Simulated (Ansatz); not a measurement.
Calculated with Ansatz (gas phase, PBE0-D4/def2-TZVP geometries, no zero-point term in ΔE). CCSD(T)/CBS adds triple-zeta CCSD(T) − MP2 to the extrapolated MP2 energy (def2 sets, frozen cores). DFT in def2-TZVPP. One conformer a species, not always the lowest.

Reaction (formal exchange of groups at the Si–Cl bond): `F[Si](F)(F)[SiH2]Cl` + `CC(C)CCl` → `C[SiH2][Si](F)(F)F` + `CC(Cl)CCl`

```csv
species,BLYP-D4 energy (Eh)
`F[Si](F)(F)[SiH2]Cl`,-1340.33147
`CC(C)CCl`,-618.04345
`C[SiH2][Si](F)(F)F`,-919.98579
`CC(Cl)CCl`,-1038.35494
```

**Question.** Work out ΔE.

**Answer.** ΔE = (-919.98579) + (-1038.35494) − (-1340.33147) − (-618.04345) = 0.03419 Eh = +21.5 kcal/mol. CCSD(T)/CBS gives +23.4 kcal/mol.

**Question.** What do rigid-rotor, harmonic-oscillator terms from PBE0-D4/def2-TZVP frequencies (298.15 K, 1 bar) make of the CCSD(T)/CBS value? (An estimate is asked.)

**Answer.** Ansatz gave: ΔZPE = -1.3 kcal/mol, ΔH = +22.3 kcal/mol, ΔS = 5 J/(mol·K), ΔG = +22.0 kcal/mol. Modes under 50 cm⁻¹ make the entropy rough.

Largest T1 diagnostic among the species: 0.012.

From BLYP to BHLYP (50 % exact exchange), in def2-TZVPP and without D4, ΔE moves by +2.9 kcal/mol. In def2-TZVPP, CCSD(T) changes the Hartree–Fock value by −2.4 kcal/mol (the triples alone add −0.6 kcal/mol) and MP2 by −1.7 kcal/mol.
